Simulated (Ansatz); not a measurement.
`FBC[SiH3]` + `OB(F)F` → `FB(F)O[SiH3]` + `CBF` at 298.15 K and 1 bar (ligand exchange at the Si–C bond).

Computed with Ansatz on PBE0-D4/def2-TZVP structures; ΔE is electronic, products minus reactants. CBS: MP2 limit from def2 TZ/QZ plus the TZ coupled-cluster correction, frozen cores. This one scheme is used for every species. Each species was taken in one conformer, which may not be the lowest.

```tsv
species	CCSD(T)/CBS energy (Eh)	H − E (kJ/mol)	S (J/(mol·K))
`FBC[SiH3]`	-455.38583	195.4	324.0
`OB(F)F`	-300.33752	77.6	272.4
`FB(F)O[SiH3]`	-590.65048	124.2	341.9
`CBF`	-165.10297	148.1	274.8
```

H − E and S are ideal-gas, rigid-rotor, harmonic terms from PBE0-D4/def2-TZVP, for one conformer and one mirror image of each species. 1 Eh = 2625.50 kJ/mol, R = 8.31446 J/(mol·K).

Q: By hand: ΔE, ΔH, ΔS and ΔG.

A: ΔE = (-590.65048) + (-165.10297) − (-455.38583) − (-300.33752) = -0.03010 Eh = -79.0 kJ/mol. Δ(H − E) = 124.2 + 148.1 − 195.4 − 77.6 = -0.7, so ΔH = -79.7 kJ/mol. ΔS = 341.9 + 274.8 − 324.0 − 272.4 = 20.3 J/(mol·K). ΔG = -79.7 − 298.15 × (20.3)/1000 = -85.8 kJ/mol.

Q: By hand: the equilibrium constant, and the temperature at which ΔG would vanish if ΔH and ΔS stayed fixed.

A: log₁₀ K = −ΔG/(RT ln 10) = 15.0. ΔH and −TΔS have one sign here, so there is no such temperature.

ΔH outweighs TΔS. A doubt of 5 kJ/mol in ΔE shifts log₁₀ K by 0.9 here. Other conformers and mirror images would add mixing entropy, several J/(mol·K) or more a flexible species. Modes under 60 cm⁻¹, often nearly free rotors, make the harmonic entropy too high. These are equilibria of isolated gas molecules and say nothing of rates. Largest T1 diagnostic: 0.012 (customary marks: 0.02 for closed shells, 0.045 for open ones).
